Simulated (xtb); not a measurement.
CHNO, triplet, at a GFN2-xTB geometry (a higher spin typed on purpose: for a closed-shell molecule this is an excited state), atoms displaced at random by about 0.02 Å a coordinate; GFN1-xTB with ALPB(dmso) (xtb).

Here is a job for xtb.
```
$ xtb mol.xyz --gfn 1 --uhf 2 --opt --alpb dmso --json

# file mol.xyz
4

N     -1.07853856     0.25884583     0.18394003
C      0.12763369    -0.32545585     0.21558017
O      1.09401932     0.03230928    -0.43115257
H     -1.78304585    -0.16040386     0.81388618
```

Problem. Write the output that xtb gives for this input, abridged.

Solution. 
```
   ID    Z sym.   atoms
    1    7 N      1
    2    6 C      2
    3    8 O      3
    4    1 H      4

           -------------------------------------------------
          |                Calculation Setup                |
           -------------------------------------------------

           -------------------------------------------------
          |                 G F N 1 - x T B                 |
           -------------------------------------------------

      * Solvation model:               ALPB
        Solvent                        dmso
        Parameter file                 internal GFN1-xTB/ALPB
        Dielectric constant                4.6680E+01
        Reference state                gsolv [1 M gas/solution]
        Free energy shift                  7.6243E-03 Eh       4.7843E+00 kcal/mol
        Temperature                        2.9815E+02 K
        Density                            1.1000E+00 kg/L
        Solvent mass                       7.8130E+01 g/mol
        Interaction kernel             P16
        Born radius scaling (c1)           1.7672E+00
        Born radii integrator          GBOBC
        Born offset                        0.0000E+00 a0       0.0000E+00 AA
        H-bond correction              true
        Ion screening                  false
        Surface tension                    1.0000E-05 Eh       1.5569E+01 dyn/cm
        Grid points                               230 per atom

          ...................................................
          :                      SETUP                      :
          :.................................................:
          :  # basis functions                  14          :
          :  # atomic orbitals                  14          :
          :  # shells                            8          :
          :  # electrons                        16          :
          :  # halogen bonds                     0          :
          :  max. iterations                   250          :
          :  Hamiltonian                  GFN1-xTB          :
          :  restarted?                      false          :
          :  GBSA solvation                   true          :
          :  PC potential                    false          :
          :  electronic temp.          300.0000000     K    :
          :  accuracy                    1.0000000          :
          :  -> integral cutoff          0.2500000E+02      :
          :  -> integral neglect         0.1000000E-07      :
          :  -> SCF convergence          0.1000000E-05 Eh   :
          :  -> wf. convergence          0.2000000E-04 e    :
          :  Broyden damping             0.4000000          :
          :  net charge                          0          :
          :  unpaired electrons                  2          :
          ...................................................

 iter      E             dE          RMSdq      gap      omega  full diag
   1    -10.3952642 -0.103953E+02  0.710E+00    2.58       0.0  T
   2    -10.4475821 -0.523178E-01  0.425E+00    2.55       1.0  T
   3    -10.4502795 -0.269742E-02  0.220E+00    2.58       1.0  T
   4    -10.4522705 -0.199099E-02  0.264E-01    2.56       1.0  T
   5    -10.4525627 -0.292214E-03  0.466E-03    2.57      10.7  T
   6    -10.4525627 -0.397003E-09  0.369E-03    2.57      13.6  T
   7    -10.4525628 -0.468729E-07  0.195E-04    2.57     257.0  T
   8    -10.4525628  0.364055E-09  0.406E-04    2.57     123.1  T
   9    -10.4525628 -0.646109E-09  0.164E-06    2.57   30395.4  T

   *** convergence criteria satisfied after 9 iterations ***

 transition dipole moment (au) for excitation:           8           9
     X       Y       Z
  -0.0041   0.0416   0.0478  total (au/Debye):    0.064   0.162
 dE (eV)             :    3.430
 oscillator strength :  0.48006E-03

         :::::::::::::::::::::::::::::::::::::::::::::::::::::
         ::                     SUMMARY                     ::
         :::::::::::::::::::::::::::::::::::::::::::::::::::::
         :: total energy             -10.376931998465 Eh    ::
         :: total w/o Gsasa/hb       -10.372935154389 Eh    ::
         :: gradient norm              0.036737233869 Eh/a0 ::
         :: HOMO-LUMO gap              2.566939177183 eV    ::
         ::.................................................::
         :: SCC energy               -10.452562755806 Eh    ::
         :: -> electrostatic           0.049142798499 Eh    ::
         :: -> Gsolv                  -0.014261321222 Eh    ::
         ::    -> Gelec               -0.010264477145 Eh    ::
         ::    -> Gsasa               -0.007834967762 Eh    ::
         ::    -> Ghb                 -0.003786155319 Eh    ::
         ::    -> Gshift               0.007624279005 Eh    ::
         :: repulsion energy           0.076222910707 Eh    ::
         :: dispersion energy         -0.000592153366 Eh    ::
         :: halogen bond corr.         0.000000000000 Eh    ::
         :: add. restraining           0.000000000000 Eh    ::
         :: total charge               0.000000000000 e     ::
         :::::::::::::::::::::::::::::::::::::::::::::::::::::

      -----------------------------------------------------------
     |                   =====================                   |
     |                        A N C O P T                        |
     |                   =====================                   |
     |               Approximate Normal Coordinate               |
     |                Rational Function Optimizer                |
      -----------------------------------------------------------
      -----------------------------------------------------------
     |                   =====================                   |
     |                        A N C O P T                        |
     |                   =====================                   |
     |               Approximate Normal Coordinate               |
[...]
 * total energy  :   -10.3769320 Eh     change       -0.8881784E-14 Eh
 * total energy  :   -10.3776178 Eh     change       -0.6858381E-03 Eh
 * total energy  :   -10.3778072 Eh     change       -0.1893343E-03 Eh
 * total energy  :   -10.3778224 Eh     change       -0.1527217E-04 Eh
 * total energy  :   -10.3778244 Eh     change       -0.1977866E-05 Eh
   *** GEOMETRY OPTIMIZATION CONVERGED AFTER 5 ITERATIONS ***
[...]
          :  # shells                            8          :
          :  # electrons                        16          :
          :  # halogen bonds                     0          :
          :  max. iterations                   250          :
          :  Hamiltonian                  GFN1-xTB          :
          :  restarted?                      false          :
          :  GBSA solvation                   true          :
          :  PC potential                    false          :
          :  electronic temp.          300.0000000     K    :
          :  accuracy                    1.0000000          :
          :  -> integral cutoff          0.2500000E+02      :
          :  -> integral neglect         0.1000000E-07      :
          :  -> SCF convergence          0.1000000E-05 Eh   :
          :  -> wf. convergence          0.2000000E-04 e    :
          :  Broyden damping             0.4000000          :
          :  net charge                          0          :
          :  unpaired electrons                  2          :
          ...................................................

 iter      E             dE          RMSdq      gap      omega  full diag
   1    -10.4555114 -0.104555E+02  0.329E-08    2.50       0.0  T
   2    -10.4555114 -0.355271E-14  0.181E-08    2.50  100000.0  T
   3    -10.4555114 -0.177636E-14  0.438E-09    2.50  100000.0  T

   *** convergence criteria satisfied after 3 iterations ***

 transition dipole moment (au) for excitation:           8           9
     X       Y       Z
   0.0101   0.0371   0.0436  total (au/Debye):    0.058   0.148
 dE (eV)             :    3.400
 oscillator strength :  0.39772E-03

         :::::::::::::::::::::::::::::::::::::::::::::::::::::
         ::                     SUMMARY                     ::
         :::::::::::::::::::::::::::::::::::::::::::::::::::::
         :: total energy             -10.377824420916 Eh    ::
         :: total w/o Gsasa/hb       -10.373806227245 Eh    ::
         :: gradient norm              0.000607824027 Eh/a0 ::
         :: HOMO-LUMO gap              2.502791986387 eV    ::
         ::.................................................::
         :: SCC energy               -10.455511429397 Eh    ::
         :: -> electrostatic           0.048142029035 Eh    ::
         :: -> Gsolv                  -0.014120441121 Eh    ::
         ::    -> Gelec               -0.010102247450 Eh    ::
         ::    -> Gsasa               -0.007820155011 Eh    ::
         ::    -> Ghb                 -0.003822317665 Eh    ::
         ::    -> Gshift               0.007624279005 Eh    ::
         :: repulsion energy           0.078279427881 Eh    ::
         :: dispersion energy         -0.000592419400 Eh    ::
         :: halogen bond corr.         0.000000000000 Eh    ::
         :: add. restraining           0.000000000000 Eh    ::
         :: total charge              -0.000000000000 e     ::
         :::::::::::::::::::::::::::::::::::::::::::::::::::::

           -------------------------------------------------
          |                Property Printout                |
           -------------------------------------------------

    * Orbital Energies and Occupations

         #    Occupation            Energy/Eh            Energy/eV
      -------------------------------------------------------------
         1        2.0000           -0.8147605             -22.1708
         2        2.0000           -0.7951451             -21.6370
         3        2.0000           -0.6505514             -17.7024
         4        2.0000           -0.6179543             -16.8154
         5        2.0000           -0.6072053             -16.5229
         6        2.0000           -0.5604401             -15.2504
         7        2.0000           -0.5204633             -14.1625
         8        1.0000           -0.4783656             -13.0170
         9        1.0000           -0.3534236              -9.6171 (HOMO)
        10                         -0.2614477              -7.1144 (LUMO)
        11                         -0.1028529              -2.7988
        12                          0.2222285               6.0471
        13                          0.3445421               9.3755
        14                          0.6825599              18.5734
      -------------------------------------------------------------
                  HL-Gap            0.0919759 Eh            2.5028 eV
             Fermi-level           -0.4034251 Eh          -10.9778 eV

  Mulliken/CM5 charges         n(s)   n(p)   n(d)
     1N    -0.24460 -0.49903   1.624  3.621  0.000
     2C     0.40062  0.50274   1.132  2.467  0.000
     3O    -0.42807 -0.46254   1.750  4.678  0.000
     4H     0.27205  0.45882   0.728  0.000  0.000

Wiberg/Mayer (AO) data.
largest (>0.10) Wiberg bond orders for each atom

 ---------------------------------------------------------------------------
     #   Z sym  total        # sym  WBO       # sym  WBO       # sym  WBO
 ---------------------------------------------------------------------------
     1   7 N    2.421 --     2 C    1.306     4 H    0.912     3 O    0.204
     2   6 C    3.241 --     3 O    1.903     1 N    1.306
     3   8 O    2.118 --     2 C    1.903     1 N    0.204
     4   1 H    0.955 --     1 N    0.912
 ---------------------------------------------------------------------------

Topologies differ in total number of bonds
Writing topology from bond orders to xtbtopo.mol

 dipole moment from electron density (au)
     X       Y       Z
  -1.3825  -0.5794   1.0055  total (Debye):    4.588

optimized geometry written to: xtbopt.xyz

           -------------------------------------------------
          | TOTAL ENERGY              -10.377824420916 Eh   |
          | GRADIENT NORM               0.000607824027 Eh/α |
          | HOMO-LUMO GAP               2.502791986387 eV   |
           -------------------------------------------------

normal termination of xtb
```
